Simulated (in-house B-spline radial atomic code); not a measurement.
## Ionising Rb with different functionals

Computed with a radial B-spline atomic code at the basis-set limit: scalar-relativistic (spin-free X2C) Hamiltonian, Fermi nucleus of rms radius 4.2036 fm, spin-polarised at highest spin, spherical fractional occupations for the functionals, the average over the highest-spin determinants for Hartree-Fock. The ionisation energy is the difference of two self-consistent energies, [Kr] 5s1 → [Ar] 3d10 4s2 4p6, without Breit or QED terms; ε is the level of the shell that loses the electron (its least bound occupied spin orbital). There is no spin-orbit coupling in this Hamiltonian.

| method | rung | ΔSCF (eV) | -ε(5s) (eV) |
| --- | --- | --- | --- |
| Hartree-Fock | Hartree-Fock | 3.80 | 3.82 |
| HF fractional | Hartree-Fock | 3.80 | 3.82 |
| LDA VWN5 | LDA | 4.41 | 2.55 |
| LDA PW92 | LDA | 4.40 | 2.55 |
| LDA exchange-only | LDA | 3.90 | 2.11 |
| PBE | GGA | 4.29 | 2.44 |
| PBEsol | GGA | 4.23 | 2.45 |
| BLYP | GGA | 4.28 | 2.32 |
| RPBE | GGA | 4.25 | 2.40 |
| PW91 | GGA | 4.32 | 2.47 |
| BP86 | GGA | 4.34 | 2.57 |
| AM05 | GGA | 4.21 | 2.44 |
| OLYP | GGA | ? | ? |
| TPSS | meta-GGA | 4.08 | 2.36 |
| SCAN | meta-GGA | 4.11 | 2.50 |
| r2SCAN | meta-GGA | 4.09 | 2.49 |
| revTPSS | meta-GGA | 4.04 | 2.38 |
| PBE0 | global hybrid | 4.21 | 2.87 |
| B3LYP | global hybrid | 4.34 | 2.80 |
| TPSSh | global hybrid | 4.06 | 2.53 |
| BHandHLYP | global hybrid | 4.16 | 3.18 |
| r2SCAN0 | global hybrid | 4.11 | 2.91 |
| B97-1 | global hybrid | 4.03 | 2.63 |
| HSE06 | range-separated hybrid | 4.22 | 2.56 |
| wB97X | range-separated hybrid | 3.89 | 3.92 |
| CAM-B3LYP | range-separated hybrid | ? | ? |
| LC-wPBE | range-separated hybrid | 4.04 | 4.14 |

**Question.** What does OLYP give?

**Answer.** ΔSCF 4.10 eV, and -ε(5s) = 2.20 eV.

**Question.** What does CAM-B3LYP give?

**Answer.** ΔSCF 4.26 eV, and -ε(5s) = 3.55 eV.

**Question.** Among the functionals, which spreads more, the ΔSCF values or the orbital energies?

**Answer.** The orbital energies: ΔSCF values span about 0.52 eV and the orbital energies 2.02 eV.

**Question.** How do they compare with the NIST value?

**Answer.** NIST lists 4.177 eV (measured, ground level to ground level). Errors run from -0.37 to +0.23 eV; BHandHLYP is closest (-0.02 eV), but part of that can be cancellation, since the calculations leave out Breit-QED terms. Hartree-Fock also lacks correlation.
